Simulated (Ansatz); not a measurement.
Basis-set extrapolation for `O[SiH](O)S[SiH3]` (PBE0-D4/def2-TZVP geometry, frozen core, Ansatz). Multiplicity 1, RHF reference.

|  | def2-TZVPP | def2-QZVPP |
| --- | --- | --- |
| HF | -1128.888304 | -1128.925419 |
| MP2 correlation | -0.904309 | -0.979753 |
| CCSD(T) correlation | -0.987657 | not run |

Energies in hartree. Use E(X) = E(∞) + A·exp(−7.88·√X) for Hartree–Fock and E(X) = E(∞) + B·X^(−2.97) for correlation, with X = 3 and 4, and add CCSD(T) minus MP2 of the smaller set to the MP2 limit.

What is the CCSD(T) energy at the basis-set limit?

HF limit: -1128.925419 + (-0.037115) × 0.13774 = -1128.93053. MP2 limit: -0.979753 + (-0.075444) × 0.74074 = -1.03564. Higher-order term: -0.987657 − (-0.904309) = -0.08335. Total: -1130.04952 hartree, 108.9 kcal/mol below CCSD(T)/def2-TZVPP.
